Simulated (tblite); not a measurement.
A geometry optimisation, step by step.

C₄H₈OSeSi₂.
SMILES with atom numbers: `[CH3:1][C:2](=[O:3])[Si@@H:4]1[SiH2:5][CH:6]=[CH:7][Se:8]1` (hydrogens: H9, H10, H11 on C1; H12 on Si4; H13, H14 on Si5; H15 on C6; H16 on C7)

Computed with GFN2-xTB (tblite), gas phase: L-BFGS steps from a force-field or distance-geometry start until the largest atomic force falls under 0.01 eV/Å. 6 of its 101 geometries are shown.

Step 0: E = -633.0417 eV, largest atomic force 5.371 eV/Å
```
atom  x, y, z in Å  |  force x, y, z in eV/Å
C1     -2.121    0.700    0.386   -0.358   0.438   1.491
C2     -1.785   -0.046   -0.849   -2.448   0.620  -0.171
O3     -2.715   -0.385   -1.559    0.034  -0.368  -0.354
Si4    -0.109   -0.512   -1.366    1.973  -0.598  -0.719
Si5     1.125   -1.403    0.312   -0.627  -2.067   0.105
C6      1.906    0.109    0.939    1.069  -2.544   4.608
C7      1.994    1.173    0.255    1.035   4.336  -0.979
Se8     1.306    1.289   -1.502   -0.061   0.972  -0.732
H9     -3.203    0.524    0.585    0.576   0.468  -0.226
H10    -1.602    0.314    1.291    0.081   0.390  -0.667
H11    -1.921    1.796    0.265   -0.118  -0.989   0.144
H12    -0.066   -1.347   -2.563   -0.128   0.315  -0.181
H13     2.114   -2.349   -0.209    0.056  -0.028   0.130
H14     0.238   -2.045    1.290    0.205  -0.017   0.177
H15     2.338    0.084    2.007   -0.558   0.148  -1.523
H16     2.493    2.105    0.705   -0.730  -1.075  -1.103
```

Step 20: E = -633.8789 eV, largest atomic force 0.134 eV/Å
```
atom  x, y, z in Å  |  force x, y, z in eV/Å
C1     -2.148    0.682    0.358    0.022  -0.019   0.009
C2     -1.914   -0.088   -0.910    0.014   0.026  -0.096
O3     -2.809   -0.438   -1.641    0.070  -0.051   0.020
Si4    -0.077   -0.538   -1.341   -0.020  -0.015   0.002
Si5     1.120   -1.516    0.416   -0.045  -0.050  -0.056
C6      1.933    0.076    0.997    0.031  -0.115   0.062
C7      1.973    1.185    0.260   -0.007  -0.013  -0.019
Se8     1.149    1.441   -1.431   -0.073   0.074   0.018
H9     -3.195    0.649    0.641   -0.087   0.028   0.029
H10    -1.523    0.289    1.154    0.033  -0.049   0.093
H11    -1.857    1.718    0.197    0.025   0.051  -0.069
H12    -0.082   -1.001   -2.728    0.021  -0.028   0.011
H13     2.143   -2.480   -0.012   -0.037   0.041   0.008
H14     0.336   -2.141    1.491   -0.009   0.089  -0.028
H15     2.436    0.101    1.952    0.083  -0.004   0.034
H16     2.506    2.070    0.585   -0.021   0.034  -0.018
```

Step 40: E = -633.9187 eV, largest atomic force 0.088 eV/Å
```
atom  x, y, z in Å  |  force x, y, z in eV/Å
C1     -2.152    0.680    0.315   -0.026   0.009  -0.002
C2     -1.930   -0.149   -0.918    0.003  -0.027   0.033
O3     -2.823   -0.592   -1.597    0.030  -0.034  -0.014
Si4    -0.076   -0.504   -1.334   -0.012  -0.065  -0.004
Si5     1.106   -1.502    0.417   -0.048   0.028  -0.068
C6      2.032    0.038    0.955    0.019   0.024  -0.010
C7      1.959    1.201    0.307    0.011   0.000  -0.011
Se8     0.947    1.575   -1.254    0.034   0.038  -0.029
H9     -3.205    0.729    0.578   -0.007   0.003   0.004
H10    -1.568    0.270    1.138   -0.048   0.033   0.002
H11    -1.783    1.687    0.114   -0.019  -0.003   0.028
H12     0.007   -0.961   -2.722    0.014   0.039   0.006
H13     2.047   -2.556    0.031   -0.002  -0.008  -0.005
H14     0.249   -1.992    1.504    0.009  -0.002   0.027
H15     2.675    0.007    1.823    0.019  -0.016   0.046
H16     2.505    2.079    0.630    0.023  -0.019  -0.003
```

Step 60: E = -633.9394 eV, largest atomic force 0.059 eV/Å
```
atom  x, y, z in Å  |  force x, y, z in eV/Å
C1     -2.266    0.690    0.280   -0.014  -0.006  -0.027
C2     -1.933   -0.208   -0.877    0.050   0.000   0.031
O3     -2.754   -0.852   -1.486   -0.026   0.017  -0.015
Si4    -0.063   -0.413   -1.302   -0.023  -0.031  -0.036
Si5     1.098   -1.478    0.412    0.031   0.006   0.033
C6      2.133    0.006    0.915    0.003  -0.018   0.016
C7      2.064    1.188    0.302    0.040  -0.002   0.042
Se8     0.964    1.659   -1.168   -0.011   0.016   0.003
H9     -3.341    0.751    0.430    0.007   0.014   0.031
H10    -1.784    0.300    1.178   -0.042   0.015  -0.039
H11    -1.856    1.682    0.092   -0.032  -0.019   0.000
H12     0.048   -0.793   -2.711   -0.018  -0.020  -0.002
H13     1.942   -2.607    0.010   -0.013   0.033   0.017
H14     0.254   -1.874    1.550    0.010  -0.029  -0.023
H15     2.819   -0.074    1.749    0.007  -0.001  -0.034
H16     2.668    2.031    0.615    0.030   0.024   0.002
```

Step 80: E = -633.9488 eV, largest atomic force 0.060 eV/Å
```
atom  x, y, z in Å  |  force x, y, z in eV/Å
C1     -2.381    0.702    0.240   -0.007   0.004   0.002
C2     -1.967   -0.223   -0.868    0.044   0.034   0.020
O3     -2.739   -0.899   -1.502   -0.009   0.003   0.000
Si4    -0.077   -0.387   -1.233    0.016   0.004   0.047
Si5     1.132   -1.471    0.441   -0.025  -0.010   0.000
C6      2.228   -0.019    0.902    0.005   0.009  -0.015
C7      2.150    1.173    0.310   -0.013   0.002   0.017
Se8     0.937    1.695   -1.052   -0.021  -0.005   0.004
H9     -3.462    0.751    0.337   -0.013  -0.005  -0.014
H10    -1.944    0.352    1.175    0.010   0.001  -0.021
H11    -1.979    1.695    0.039   -0.016  -0.001   0.009
H12     0.040   -0.736   -2.647    0.005  -0.035  -0.049
H13     1.971   -2.595    0.024   -0.019  -0.018  -0.025
H14     0.296   -1.885    1.577    0.032   0.006   0.014
H15     2.985   -0.137    1.666    0.005  -0.002   0.011
H16     2.804    1.993    0.579    0.008   0.013   0.001
```

Step 100: E = -633.9539 eV, largest atomic force 0.009 eV/Å
```
atom  x, y, z in Å  |  force x, y, z in eV/Å
C1     -2.458    0.719    0.207    0.000   0.001   0.001
C2     -1.981   -0.212   -0.868   -0.008  -0.001   0.000
O3     -2.720   -0.898   -1.533   -0.002  -0.001   0.001
Si4    -0.083   -0.374   -1.168    0.000  -0.002  -0.001
Si5     1.160   -1.478    0.464    0.000   0.002  -0.002
C6      2.300   -0.044    0.873    0.000  -0.003   0.002
C7      2.186    1.164    0.321    0.001   0.002   0.000
Se8     0.896    1.718   -0.955    0.000   0.001  -0.003
H9     -3.544    0.733    0.265    0.006   0.000   0.003
H10    -2.039    0.402    1.161    0.000   0.001  -0.003
H11    -2.084    1.722    0.001   -0.006  -0.001  -0.003
H12     0.065   -0.736   -2.580    0.001   0.001   0.000
H13     1.939   -2.621   -0.018    0.001  -0.001  -0.006
H14     0.401   -1.881    1.656    0.001   0.003   0.001
H15     3.100   -0.182    1.589    0.004   0.002   0.008
H16     2.854    1.979    0.572    0.003  -0.003   0.003
```

**Question.** Summarise the path.

**Answer.** The energy falls by 0.9122 eV from step 0 to step 100; nine tenths of that is first reached at step 16. It falls at every step. The largest force goes from 5.371 to 0.009 eV/Å. Among the bonds C2–Si4 changes most, from 1.814 to 1.928 Å; the atoms move by 0.483 Å rms after alignment.

**Question.** Follow the three bonds and two angles with the largest change from start to end.

**Answer.** 
```tsv
step	E above end (eV)	largest force (eV/Å)	C2–Si4 (Å)	C6–H15 (Å)	C7–H16 (Å)	Si5–Si4–H12 (°)	C2–Si4–H12 (°)
0	0.9122	5.371	1.814	1.152	1.149	111.5	114.0
4	0.2969	1.089	1.926	1.083	1.084	113.6	110.4
9	0.1626	0.471	1.934	1.085	1.082	116.7	107.5
13	0.1009	0.168	1.936	1.081	1.083	121.6	106.3
17	0.0836	0.168	1.935	1.083	1.083	124.3	106.2
22	0.0702	0.121	1.941	1.080	1.086	125.8	106.5
26	0.0600	0.123	1.932	1.084	1.083	126.0	107.5
30	0.0504	0.171	1.936	1.081	1.081	125.9	107.5
35	0.0405	0.115	1.930	1.083	1.084	124.6	107.8
39	0.0361	0.097	1.932	1.080	1.084	123.5	108.4
43	0.0330	0.065	1.935	1.083	1.083	123.1	108.6
48	0.0272	0.129	1.932	1.082	1.084	122.3	110.2
52	0.0219	0.116	1.938	1.081	1.084	123.5	109.5
57	0.0165	0.057	1.930	1.081	1.083	123.1	109.3
61	0.0138	0.059	1.929	1.083	1.083	124.0	107.9
65	0.0114	0.094	1.927	1.081	1.084	124.5	107.3
70	0.0099	0.086	1.929	1.082	1.083	124.4	106.7
74	0.0081	0.083	1.928	1.083	1.084	123.5	106.5
78	0.0058	0.062	1.931	1.082	1.083	123.2	106.2
83	0.0038	0.051	1.931	1.082	1.084	121.6	106.7
87	0.0019	0.057	1.932	1.083	1.083	121.1	106.3
91	0.0010	0.033	1.930	1.082	1.083	120.7	106.3
96	0.0001	0.023	1.928	1.082	1.083	120.3	105.6
100	0.0000	0.009	1.928	1.082	1.083	120.3	105.7
```

The cost below is that of the whole relaxation. On one thread, Arm Neoverse N1 (aarch64), shared host with 64 logical CPUs at a one-minute load of 54, this took 1.6 s wall.
